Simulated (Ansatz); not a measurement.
This geometry of CH5AlBN (9 atoms, charge 0, multiplicity 1) is a first-order saddle point.

All numbers below come from RKS PBE0-D4/def2-SVP (Ansatz 0.2.0).

```xyz
9
Properties=species:S:1:pos:R:3
B -0.806 1.806 -1.382
Al -0.136 0.151 -0.232
C 0.287 -1.576 0.552
N 0.780 -0.312 1.173
H -0.525 2.938 -1.060
H -1.483 1.675 -2.375
H -0.436 -2.157 1.151
H 1.063 -2.247 0.143
H 1.343 -0.324 2.013
```

(1) Which two structures does it join? (They come from a converged band through this point; their orientation in space is the band's.)

(2) How far does it lie above each of them?

Answers

(1) No bond is made or broken. The dihedral H5–B1–Al2–N4 goes from 92 to -91°. The two ends are copies of one structure, up to a mirror image or an exchange of like atoms.

Initial state:

```xyz
9
Properties=species:S:1:pos:R:3
B -0.949 1.763 -1.321
Al -0.111 0.204 -0.190
C 0.674 -1.485 0.411
N 0.428 -0.382 1.359
H -0.259 2.587 -1.877
H -2.142 1.854 -1.493
H 0.066 -2.397 0.541
H 1.729 -1.742 0.210
H 0.654 -0.449 2.342
```

Final state:

```xyz
9
Properties=species:S:1:pos:R:3
B -0.946 1.763 -1.323
Al -0.114 0.204 -0.190
C 0.667 -1.487 0.413
N 0.434 -0.379 1.358
H -2.142 1.870 -1.476
H -0.253 2.573 -1.896
H 0.054 -2.396 0.552
H 1.719 -1.752 0.206
H 0.671 -0.442 2.339
```

(2) 0.091 eV above the first and 0.091 eV above the second. This is the barrier of this one path; another mechanism may lie lower.

The run took 2.6 min on 1 CPU thread of a shared host.
